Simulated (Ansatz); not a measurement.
Species: dichloro-bis(sulfanyl)silane, sum formula SiH₂S₂Cl₂ (charge 0, singlet). 
Structure (B3LYP-D3(BJ)/def2-TZVP (Ansatz, an electronic-structure program) minimum search):
SMILES: S[Si](S)(Cl)Cl
```xyz
7

S      1.8872     0.0742    -0.9528
Si    -0.0040     0.0035     0.0024
S     -1.1892    -1.4799    -0.9477
Cl     0.1202    -0.4107     2.0125
Cl    -0.7777     1.8926    -0.1880
H      2.1641    -1.2148    -0.6822
H     -2.0997    -1.5372     0.0415
```
Charge 0, spin multiplicity 1.

Total electronic energies in hartree. Correlated levels leave the core frozen unless marked. No spin-orbit coupling. Non-relativistic. Basis-set limits of correlation are two-point, X^-3; Hartree-Fock from the larger set (for Q and 5 zeta extrapolated as (X+1)exp(-9√X)). The bracket is a focal-point correction in the basis named.

```tsv
level	program	energy (Eh)
HF/aug-cc-pV(D+d)Z	Ansatz	-2004.36804
RI-HF/aug-cc-pV(T+d)Z	Ansatz	-2004.43549
PBE/def2-TZVPD	Ansatz	-2006.85410
revPBE-D3(BJ)/def2-TZVPD	Ansatz + dftd3	-2007.36736
PBE0/def2-TZVP	Ansatz	-2007.01837
r2SCAN0-D4/def2-TZVPD	Ansatz + dftd4	-2007.56774
HSE06/def2-TZVPD	Ansatz	-2006.98455
MP2/6-31G*	Ansatz	-2004.80405
MP2/cc-pV(D+d)Z	Ansatz	-2004.98942
MP2/cc-pV(T+d)Z	Ansatz	-2005.27831
MP2/CBS(cc-pV(Q+d)Z,cc-pV(5+d)Z)	Ansatz	-2005.4510
RI-MP2/cc-pV(Q+d)Z	Ansatz	-2005.37607
RI-MP2/CBS(aug-cc-pV(T+d)Z,aug-cc-pV(Q+d)Z)	Ansatz	-2005.4371
SCS-MP2/STO-3G	Ansatz	-1982.53200
SCS-MP2/cc-pV(T+d)Z	Ansatz	-2005.26474
CCSD/6-31G	Ansatz	-2004.29464
CCSD/aug-cc-pV(D+d)Z	Ansatz	-2005.11186
CCSD(T)/6-31G*	Ansatz	-2004.88140
CCSD(T)/cc-pV(D+d)Z	Ansatz	-2005.06972
CCSD(T)/cc-pwCVTZ	Ansatz	-2005.40022
CCSD(T) with core electrons (1s frozen past Ne)/cc-pwCVTZ	Ansatz	-2006.74196
RI-MP2/CBS(cc-pV(T+d)Z,cc-pV(Q+d)Z)+[CCSD(T)-MP2]/cc-pV(D+d)Z	Ansatz	-2005.5156
CCSD(T)/CBS(cc-pV(Q+d)Z,cc-pV(5+d)Z)	Ansatz	-2005.5441
```

Totals of different functionals don't rank their quality; only differences between species are comparable.
